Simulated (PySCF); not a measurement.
# Computed data sheet: GaH2(OH) (`[H][Ga]([H])[OH]`)

Species: GaH2(OH).
Cartesian coordinates in Å at the PBE0-D3(BJ)/def2-SVP level; atoms count from 1:
```xyz
5
GaH3O angstrom
Ga     0.3390    0.4193   -0.1133
H      1.8909    0.4704   -0.2428
H     -0.6985    1.5845   -0.2698
O     -0.2872   -1.2081    0.2730
H     -1.2443   -1.2662    0.3529
```

From PBE0-D3(BJ)/def2-SVP geometry optimisation, gas phase (PySCF):

* Point group: Cs
* Rotational constants A, B, C: 107.443, 10.752, 9.774 GHz

CAM-B3LYP/def2-SVPD ground state and vertical TDDFT (core frozen in the response) (PySCF):

- Dipole moment: 1.59 D
- HOMO energy: -10.00 eV
- LUMO energy: -0.37 eV
- HOMO–LUMO gap: 9.63 eV
- Lowest singlet excitation: 5.83 eV (213 nm, f = 0.001)
- Strongest line among the 15 lowest singlet transitions: S11 at 9.40 eV (132 nm, f = 0.332)
- Lowest triplet excitation (Tamm–Dancoff): 5.37 eV
- Static isotropic polarisability: 34.6 au
- Electronic spatial extent ⟨r²⟩ about the centre of nuclear charge: 163 bohr²

From B3LYP/pcSseg-1 (pcSseg-2 on Ga) ground state and GIAO shieldings, non-relativistic (PySCF):

- 1H chemical shifts (computed TMS as zero) by class: 5.65 (H2/H3), 4.00 (H5) ppm
- Isotropic shieldings of nuclei other than C and H, by class: 191 (O4), 1288 (Ga1) ppm

**PBE/pcJ-1 Ga:pcSseg-1 indirect spin-spin coupling, non-relativistic, gas phase (PySCF)**

* Largest of the computed one-bond spin–spin couplings (means over like bonds): 17O–1H -62.5 (O4–H5) Hz

**delta-SCF UKS SCAN, pcX-2 on the ionised atom, pcseg-1 elsewhere, spin-free X2C (PySCF)**

* Core binding energies: O1s 537.8 (O4) eV

Monoisotopic mass from the formula: 87.9440 u.

The 15 singlets span 5.83 to 9.88 eV, and their oscillator strengths add up to 1.26. S1 lies 3.80 eV below the HOMO–LUMO gap; its leading configuration is HOMO→LUMO, weight 0.99. A dipole of 1.59 D is allowed in Cs, and pure rotational transitions are dipole-allowed. The dipole equals about 5.3 × 10⁻³⁰ C·m (1 D = 3.33564 × 10⁻³⁰ C·m). With B = h/(8π²I), that is 505.379 GHz u Å² over I, the principal moments of inertia are 4.70, 47.0 and 51.7 u Å² (most abundant isotopes). The rotational constants make it an asymmetric top with κ = (2B − A − C)/(A − C) = -0.98, nearer the prolate limit (−1). The largest Löwdin shares of the HOMO are 0.33 on Ga1, 0.28 on H3, 0.22 on O4 and 0.16 on H2.

 The calculation (core ionisation apart) is non-relativistic and has no spin–orbit coupling, an omission that weighs most on gallium. Atoms bound to Ga lack the heavy atom's spin–orbit term in their shielding, so their NMR values are less reliable. NMR classes are plain means over equivalent atoms (diastereotopic ones count apart unless rotation or inversion swaps them), as if these changed places fast; in this geometry the members of some classes differ.

One conformer stands for the species.
